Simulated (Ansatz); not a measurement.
Reaction: CH4BO (SMILES BO[CH2], doublet) → CH4BO (SMILES [BH]OC, doublet)
Each species at its own B3LYP-D3(BJ)/def2-TZVP minimum (Ansatz, a first-principles code).

Property: isomerisation energy (electronic), in kcal/mol. Open shells are spin-unrestricted; no spin-orbit coupling. CBS(X,Y): correlation extrapolated as X^-3, Hartree-Fock from the larger set. A bracket is a step between two methods taken in the basis named. Functionals run without relativity, which enters their misses. '+ core + X2C': CCSD(T) terms for core correlation (cc-pwCVTZ) and scalar relativity (cc-pVTZ-DK).

CCSD(T)/CBS(cc-pVTZ,cc-pVQZ) + [CCSDT(Q) - CCSD(T)]/cc-pVDZ + core + X2C (Ansatz) gives 4.8 kcal/mol.

Problem. How far off this value is PBE/def2-TZVPD (Ansatz), in which direction, and which of these levels come nearer: B3LYP/def2-TZVPD, PBE0/def2-TZVPD, wB97M-V/def2-TZVPD, CCSD(T)/CBS(cc-pVTZ,cc-pVQZ) + core + X2C?

Solution. PBE gives 4.7 kcal/mol, 0.1 kcal/mol below it. Differences of the others: B3LYP/def2-TZVPD (Ansatz) 1.6; PBE0/def2-TZVPD (Ansatz) 0.2; wB97M-V/def2-TZVPD (Ansatz) 1.7; CCSD(T)/CBS(cc-pVTZ,cc-pVQZ) + core + X2C (Ansatz) 0.0 kcal/mol. Nearer than PBE: CCSD(T)/CBS(cc-pVTZ,cc-pVQZ) + core + X2C.
